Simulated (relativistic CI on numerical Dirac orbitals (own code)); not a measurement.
**Os⁵⁺ (5d3) in a crystal field**

Calculated by Dirac-Coulomb-Breit CI, KLI orbitals optimised for each configuration, a model potential for QED, valence Slater integrals scaled by 0.65, one configuration in a parametric crystal field (own radial code).

Field parameters in Wybourne normalisation: Oh B⁴₀ = 21Dq, B⁴₄ = √(5/14) B⁴₀. The field is a parameter set, without covalency.

S and J are read from ⟨S²⟩ = S(S + 1) and ⟨J²⟩ = J(J + 1) of each level; they are not fictitious spins.

Oh, 10Dq = 10000 cm⁻¹, the lowest 10 levels:

```csv
E (cm⁻¹),Degeneracy,Irrep,S,J
0.0,4,Γ8,1.37,2.30
8034,4,Γ8,1.21,3.03
11467,2,Γ7,1.44,2.75
11837,4,Γ8,0.88,3.48
12704,2,Γ6,1.04,3.45
13895,4,Γ8,1.37,3.78
15104,4,Γ8,1.04,3.32
16490,2,Γ7,1.25,3.28
16725,2,Γ6,1.23,2.49
18547,2,Γ6,1.01,4.02
```

Oh, 10Dq = 18000 cm⁻¹, the lowest 16 levels:

| E (cm⁻¹) | Degeneracy | Irrep | S | J |
| --- | --- | --- | --- | --- |
| 0.0 | 4 | Γ8 | 1.40 | 2.77 |
| 9772 | 4 | Γ8 | 0.86 | 3.47 |
| 12441 | 4 | Γ8 | 0.64 | 3.80 |
| 13723 | 2 | Γ6 | 0.66 | 3.37 |
| 17527 | 2 | Γ7 | 1.32 | 2.95 |
| 19398 | 4 | Γ8 | 1.34 | 3.63 |
| 20610 | 4 | Γ8 | 1.32 | 2.88 |
| 21457 | 2 | Γ7 | 1.07 | 3.40 |
| 22168 | 2 | Γ6 | 1.39 | 3.19 |
| 24079 | 4 | Γ8 | 0.85 | 3.76 |
| 25245 | 2 | Γ6 | 1.16 | 3.47 |
| 27501 | 4 | Γ8 | 1.11 | 3.24 |
| 28883 | 2 | Γ7 | 1.05 | 3.75 |
| 30408 | 4 | Γ8 | 1.32 | 3.62 |
| 30543 | 2 | Γ6 | 0.82 | 4.16 |
| 32129 | 4 | Γ8 | 0.96 | 3.87 |

Oh, 10Dq = 25950 cm⁻¹, the lowest 10 levels:

```csv
E (cm⁻¹),Degeneracy,Irrep,S,J
0.0,4,Γ8,1.42,2.99
10503,4,Γ8,0.70,3.68
12748,4,Γ8,0.56,3.82
13899,2,Γ6,0.57,3.42
20832,2,Γ7,0.77,3.47
23155,4,Γ8,0.84,3.81
26753,2,Γ7,1.39,3.16
27577,4,Γ8,1.38,2.86
28265,4,Γ8,1.32,3.44
29179,2,Γ6,1.43,3.34
```

Levels of this model without a field, named by their leading LS term (the scale mimics covalency, so terms lie below those of the real free ion): 4F_3/2 0, 4F_5/2 6316, 4F_7/2 10794, 4P_3/2 12601, 4F_9/2 13157, 4P_1/2 14753, 2G_7/2 20418, 2H_9/2 21340 cm⁻¹.
